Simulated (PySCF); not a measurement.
A thermochemical cycle for CdP

PBE in PySCF with def2-SVP on every atom (core potentials on Cd), for the lowest determinant that a PBE0 search found; no spin–orbit coupling. CdP, a quartet (σ ↑, π ↑↑), has De = 0.36 eV to neutral atoms, and CdP⁺, a triplet (π ↑↑), has De = 2.05 eV to Cd⁺ + P.

The adiabatic ionisation energy of CdP, between the minima, is 7.39 eV.

Question: Which ionisation energy of the Cd atom does this level give?

Answer: IE(Cd) = IE(molecule) + De(ion) − De(neutral) = 7.39 + 2.05 − 0.36 = 9.08 eV; the measured value is 8.994 eV (NIST ASD).

Weak bonds: CdP. Basis-set superposition, not corrected here, can be much of De in a small basis, most of all at correlated wavefunction levels. Spin–orbit coupling is left out. For an ion De counts to the pair picked by the measured ionisation energies or electron affinities, which need not be the lowest pair at this level. States were picked by a PBE0 search and need not be the measured ground states.
